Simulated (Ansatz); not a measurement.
## Ligand exchange: InH2(CH3) + C2H3I → InH2I + C3H6

Species: InH2(CH3), singlet; C2H3I (vinyl iodide) `C=CI`, singlet; InH2I `[InH2][I]`, singlet; C3H6 (propene) `C=CC`, singlet. The partners trade CH3 for I: In–CH3 and C–I bonds give way to In–I and C–CH3.

Shapes, held fixed at every level: PBE0-D4/def2-TZVP. Programs: Ansatz 0.2.0. Electronic energies: no zero-point or thermal term.

**Question.** Estimate ΔE of this reaction.

**Answer.** The highest level, CCSD(T)/def2-TZVPP, gives ΔE = -184.0 kJ/mol; the levels span -240.6 to -184.0. The column of differences is taken from that level and isn't an error. No measured value is set beside it here. For atoms past krypton def2 sets carry core potentials with scalar relativity. Outer-core shells of I, In are correlated, in sets that cover them unevenly. CCSD(T)/def2-TZVPP lies outside the range of all other levels here, so it shouldn't be taken on trust.

```
               level                    kind  ΔE (kJ/mol)  less CCSD(T)/def2-TZVPP
         HF/def2-SVP            Hartree–Fock       -240.6                    -56.6
    SPW92/def2-TZVPP                     LDA       -189.3                     -5.3
r2SCAN-D4/def2-TZVPP                meta-GGA       -194.9                    -10.9
 B3LYP-D4/def2-TZVPP           global hybrid       -192.1                     -8.1
  wB97X-V/def2-TZVPP  range-separated hybrid       -194.1                    -10.1
    CCSD(T)/def2-SVP   coupled cluster or CI       -213.9                    -29.9
       CCSD/def2-SVP   coupled cluster or CI       -217.8                    -33.8
  CCSD(T)/def2-TZVPP   coupled cluster or CI       -184.0                      0.0
```
